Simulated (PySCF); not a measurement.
C$_{2}$Cl$_{4}$ (SMILES ClC(Cl)=C(Cl)Cl), singlet, at a GFN2-xTB geometry; PySCF with PBE0/6-31+G*, polarisability.

Here is a job for PySCF.
```python
from pyscf import gto, scf, dft
from pyscf.prop import polarizability

mol = gto.Mole()
mol.atom = '''
    C     0.00305246    0.00262455    0.66926011
    C    -0.00305246   -0.00262455   -0.66926011
    Cl    0.00298418    1.45814059    1.57060993
    Cl    0.01139454   -1.44577756    1.58195950
    Cl   -0.00298418   -1.45814059   -1.57060993
    Cl   -0.01139454    1.44577756   -1.58195950
'''
mol.basis = '6-31+g*'
mol.verbose = 4
mol.build()

mf = dft.RKS(mol)
mf.xc = 'pbe0'
mf.kernel()
alpha = mf.Polarizability().polarizability()[2, 2]
print('alpha_zz =', alpha)
```

Q: What does PySCF print? Leave out banner, timings and long lists.

A: 
```
site-packages/pyscf/prop/efg/rhf.py:45: UserWarning: Module EFG is under testing
  warnings.warn('Module EFG is under testing')
site-packages/pyscf/prop/efg/dhf.py:30: UserWarning: Module EFG is under testing
  warnings.warn('Module EFG is under testing')
site-packages/pyscf/prop/zfs/uhf.py:40: UserWarning: Module ZFS is under testing
  warnings.warn('Module ZFS is under testing')
site-packages/pyscf/prop/gtensor/uhf.py:43: UserWarning: Module g-tensor is under testing
  warnings.warn('Module g-tensor is under testing')
site-packages/pyscf/prop/gtensor/uks.py:41: UserWarning: Module g-tensor is under testing
  warnings.warn('Module g-tensor is under testing')
site-packages/pyscf/prop/hfc/uks.py:35: UserWarning: Module HFC is under testing
  warnings.warn('Module HFC is under testing')
site-packages/pyscf/prop/magnetizability/rhf.py:39: UserWarning: Module magnetizability is under testing
  warnings.warn('Module magnetizability is under testing')
site-packages/pyscf/prop/magnetizability/uhf.py:37: UserWarning: Module magnetizability is under testing
  warnings.warn('Module magnetizability is under testing')
site-packages/pyscf/prop/magnetizability/rks.py:37: UserWarning: Module magnetizability is under testing
  warnings.warn('Module magnetizability is under testing')
site-packages/pyscf/prop/magnetizability/uks.py:39: UserWarning: Module magnetizability is under testing
  warnings.warn('Module magnetizability is under testing')
site-packages/pyscf/prop/polarizability/uhf.py:34: UserWarning: Module polarizability is under testing
  warnings.warn('Module polarizability is under testing')
site-packages/pyscf/prop/polarizability/rks.py:29: UserWarning: Module polarizability is under testing
  warnings.warn('Module polarizability is under testing')
site-packages/pyscf/prop/polarizability/uks.py:29: UserWarning: Module polarizability is under testing
  warnings.warn('Module polarizability is under testing')
PySCF version 2.14.0

[INPUT] verbose = 4
[INPUT] num. atoms = 6
[INPUT] num. electrons = 80
[INPUT] charge = 0
[INPUT] spin (= nelec alpha-beta = 2S) = 0
[INPUT] symmetry False subgroup None
[INPUT] Mole.unit = angstrom
[INPUT] Symbol           X                Y                Z      unit          X                Y                Z       unit  Magmom
[...]
nuclear repulsion = 494.787990878492
number of shells = 56
number of NR pGTOs = 282
number of NR cGTOs = 124
basis = 6-31+g*
ecp = {}

******** <class 'pyscf.dft.rks.RKS'> ********
method = RKS
initial guess = minao
damping factor = 0
level_shift factor = 0
DIIS = <class 'pyscf.scf.diis.CDIIS'>
diis_start_cycle = 1
diis_space = 8
diis_damp = 0
SCF conv_tol = 1e-09
SCF conv_tol_grad = None
SCF max_cycles = 50
direct_scf = True
direct_scf_tol = 1e-13
XC library pyscf.dft.libxc version 7.1.2
    S. Lehtola, C. Steigemann, M. J. T. Oliveira, and M. A. L. Marques,  SoftwareX 7, 1–5 (2018)
XC functionals = pbe0
    C. Adamo and V. Barone,  J. Chem. Phys. 110, 6158 (1999)
    M. Ernzerhof and G. E. Scuseria,  J. Chem. Phys. 110, 5029 (1999)
radial grids:
    Treutler-Ahlrichs [JCP 102, 346 (1995); DOI:10.1063/1.469408] (M4) radial grids

becke partition: Becke, JCP 88, 2547 (1988); DOI:10.1063/1.454033
pruning grids: <function nwchem_prune>
grids dens level: 3
symmetrized grids: False
atomic radii adjust function: <function treutler_atomic_radii_adjust>
small_rho_cutoff = 0
Set gradient conv threshold to 3.16228e-05
Initial guess from minao.
tot grids = 103760
init E= -1917.21252982877
[...]
cycle= 1 E= -1916.1597698736  delta_E= 1.05  |g|= 0.405  |ddm|= 5.31
[...]
cycle= 2 E= -1916.07337246273  delta_E= 0.0864  |g|= 0.721  |ddm|= 2.62
[...]
cycle= 3 E= -1916.2043081968  delta_E= -0.131  |g|= 0.0217  |ddm|= 1.82
[...]
cycle= 4 E= -1916.20441716757  delta_E= -0.000109  |g|= 0.00732  |ddm|= 0.302
[...]
cycle= 5 E= -1916.20443083283  delta_E= -1.37e-05  |g|= 0.00151  |ddm|= 0.118
[...]
cycle= 6 E= -1916.20443146072  delta_E= -6.28e-07  |g|= 0.00015  |ddm|= 0.0312
[...]
cycle= 7 E= -1916.20443146836  delta_E= -7.64e-09  |g|= 3.37e-05  |ddm|= 0.00112
[...]
cycle= 8 E= -1916.20443146872  delta_E= -3.61e-10  |g|= 6.72e-06  |ddm|= 0.00027
[...]
Extra cycle  E= -1916.20443146871  delta_E= 4.09e-12  |g|= 5.48e-06  |ddm|= 7.58e-05
converged SCF energy = -1916.20443146871
Isotropic polarizability 69.9202885194
Polarizability anisotropy 45.4926789644
alpha_zz = 87.84827891089871
```
